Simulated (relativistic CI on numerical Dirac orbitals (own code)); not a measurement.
Al11+: what numerical and physical settings do to a radial Dirac CI calculation

Reference input:

```
atom Al  Z=13  charge=11  electrons=2
nucleus A=27  rms_radius_fm=3.0610
hamiltonian dirac-coulomb  breit=on  qed=on  c_scale=1
orbitals kli  potential=per-configuration
slater_scale 1
correlation none
mixing on
grid step=0.0125 r_max=8.2
scf mixing=0.4 start=green max_iterations=150 tolerance=2e-08 node_fill=0.05
configurations
  1s2
  1s 2s
  1s 2p
end
```

Computed lowest total energy -161.28858 Ha, first excitation 12693383.7 cm⁻¹, 21 SCF steps. Runs with settings changed; * marks those that are bad on purpose:

```
                         Changed        Outcome  Lowest level    ΔE (Ha)  First excitation (cm⁻¹)  SCF steps               Message
                Slater scale 1.2      converged      1s2 1S_0    7.2e-09               12687718.5         21                      
                Slater scale 0.5      converged      1s2 1S_0  -1.81e-08               12707546.8         21                      
    start potential thomas-fermi      converged      1s2 1S_0  -7.04e-11               12693383.7         21                      
                  grid step 0.03      converged      1s2 1S_0   3.43e-05               12693380.9         21                      
node fill of the KLI weights 5 *      converged      1s2 1S_0  -5.72e-10               12696292.7         24                      
  end of the grid at 0.25 bohr *  not converged                                                            7  orbital 1s not found
```
